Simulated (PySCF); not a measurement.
C₃H₇BO₂, SMILES OB1CC(O)C1. Geometry: r2SCAN-D4/def2-SVP. The structure was generated by enumeration, and PubChem lists no compound with its InChIKey, so it may never have been made. One conformer was computed; it need not be the lowest.

Computed equilibrium geometry at r2SCAN-D4/def2-SVP (PySCF confirms it by a frequency run) as Cartesian coordinates in Å (one conformer of several):
```xyz
13

O      2.2361     0.9610     0.1918
B      1.0112     0.4289    -0.0111
C     -0.4340     1.0614     0.0746
C     -0.8915    -0.4103     0.3217
O     -2.0341    -0.8695    -0.3600
C      0.4197    -1.0287    -0.2178
H      2.9410     0.3017     0.1392
H     -0.7180     1.8408     0.7985
H     -0.7728     1.3628    -0.9342
H     -0.9724    -0.5972     1.4140
H     -2.7855    -0.3473    -0.0478
H      0.2691    -1.2255    -1.2959
H      0.8022    -1.9464     0.2555
```
